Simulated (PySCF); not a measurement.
Computed with PySCF, PBE0, basis Re def2-SVP with ECP60, S def2-SVP, I def2-SVP with ECP28 (scalar-relativistic core potentials, no spin–orbit coupling, density fitting). Open shells, if any, are unrestricted.

What spin state, shape and geometry does isolated ReSI₂ take (every ligand bound to Re)?

Formally Re is in oxidation state +4, d3, with 3 unpaired electrons (the high-spin count). The Mulliken spin on Re is 2.76. The polar-tensor charge on Re, 1.03, is far below the formal one. The lowest minimum found is a quartet of C2v symmetry with Re–I 2.585 Å (×2), Re–S 2.106 Å; I–Re–I 131.9°, I–Re–S 114.1° (×2). Its harmonic wavenumbers are 47 (b1), 55 (a1), 110 (b2), 188 (a1), 245 (b2), 551 (a1) cm⁻¹ and its dipole moment is 0.91 D.

Only a few start shapes were tried, so a lower isomer may exist. With open d or f shells other occupations or spin states may lie lower. Spin–orbit coupling, left out here, can matter for elements this heavy.
